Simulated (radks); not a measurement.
All-electron atom: Ce+ in [Xe] 4f2 7s1 (not the ground configuration). Calculated with a radial shooting solver on a logarithmic mesh with Libxc functionals: scalar-relativistic Kohn-Sham, PBE, spin-polarised, spherical densities, finite nucleus; open shells are filled with parallel spins first (spin-orbit coupling, left out, can overturn this in heavy ions); Fermi nuclear charge, rms radius 4.8771 fm.

Radial electron density D(r) = 4 pi r^2 rho(r):

r (bohr),D(r) (e/bohr),spin D(r)
0.001416,4.957,0.0000744
0.001965,8.424,0.000126
0.002706,13.80,0.000204
0.003756,22.12,0.000321
0.005215,33.82,0.000476
0.007239,48.46,0.000645
0.009969,63.23,0.000755
0.01384,74.10,0.000689
0.01921,75.72,0.000339
0.02646,69.69,-0.000161
0.03673,67.86,-0.000339
0.05098,82.39,0.0000795
0.07021,99.30,-0.000443
0.09746,91.13,-0.00332
0.1353,73.53,0.00341
0.1878,83.21,0.0632
0.2587,77.43,0.252
0.3591,39.25,0.679
0.4984,33.54,1.27
0.6864,34.06,1.62
0.9529,16.69,1.48
1.323,9.013,1.00
1.822,5.884,0.466
2.529,1.953,0.197
3.51,0.2988,0.0844
4.873,0.01540,0.00778
6.711,0.1415,0.141
9.316,0.1579,0.158
12.93,0.02263,0.0226
17.81,0.0004847,0.000485

D(r) has 5 maxima, at r = 0.0172, 0.0761, 0.213, 0.594, 8.07 bohr, and minima at 0.0331, 0.141, 0.435, 4.91 bohr, inside which lie 1.97, 11.15, 29.02, 56.10 electrons.
